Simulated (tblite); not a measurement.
`C[SiH]1[SiH2][SiH2]O[SiH2][SiH2]1`. Computed geometry: GFN2-xTB, gas phase.

```
atom  x, y, z in Å
C1     2.5365   -0.4454    0.4247
Si2    1.3062   -0.0131   -0.9756
Si3   -0.2875   -1.7336   -1.0978
Si4   -2.0383   -1.4093    0.3789
O5    -2.0923    0.1922    0.6709
Si6   -1.5378    1.6879    1.0008
Si7    0.2628    2.0123   -0.4122
H8     2.0228   -0.5451    1.3776
H9     3.2952    0.3230    0.5430
H10    3.0492   -1.3834    0.2320
H11    2.1550    0.0832   -2.1860
H12   -0.7932   -1.8254   -2.4813
H13    0.2919   -3.0729   -0.8821
H14   -3.3984   -1.7043   -0.0784
H15   -1.8611   -2.0433    1.6926
H16   -2.7236    2.5283    0.8198
H17   -1.2109    1.6774    2.4334
H18    1.1871    2.9954    0.1826
H19   -0.1734    2.6854   -1.6506
```

**Question.** Which two atoms are farthest apart?

**Answer.** H9···H14, 7.02 Å; the next longest distance is 7.00 Å.

**Question.** How far are the heavy atoms from their best plane (unweighted least squares)?

**Answer.** 0.627 Å rms; C1 1.12, Si2 0.57, Si3 0.66, Si4 0.29, O5 0.21, Si6 0.32, Si7 0.70 Å (magnitudes).

**Question.** Give the dihedral angles Si4–O5–Si6–H17, H11–Si2–Si7–H18, H9–C1–Si2–Si3, C1–Si2–Si3–Si4, H12–Si3–Si4–H15.

**Answer.** Si4–O5–Si6–H17 -76° (synclinal); H11–Si2–Si7–H18 -74° (synclinal); H9–C1–Si2–Si3 -179° (antiperiplanar); C1–Si2–Si3–Si4 86° (synclinal); H12–Si3–Si4–H15 146° (anticlinal). Dihedral signs follow IUPAC: positive where, seen along the central bond, the front bond turns clockwise onto the rear one.

**Question.** How far apart are these pairs, which share no bond: Si3···H10, Si7···H13, H8···H12, H11···H19?

**Answer.** Si3···H10 3.609 Å (3 bonds apart); Si7···H13 5.107 Å (3 bonds apart); H8···H12 4.946 Å (4 bonds apart); H11···H19 3.533 Å (3 bonds apart).

**Question.** Where is the centre of mass (commonest isotopes), and what is the radius of gyration?

**Answer.** Mass 179.973 u; centre at (-0.363, 0.070, -0.084) Å; Rg = √(Σ m r²/M) = 2.270 Å. As Ia + Ib + Ic = 2 Σ m r², the three principal moments sum to 1855.0 u·Å².

Its GFN2-xTB frequencies are all real (lowest 26 cm⁻¹). One conformer, not necessarily the lowest. 3 starts were optimised and ended at 0.00, 0.50 and 0.53 kcal/mol (GFN2-xTB); the lowest of these is shown.
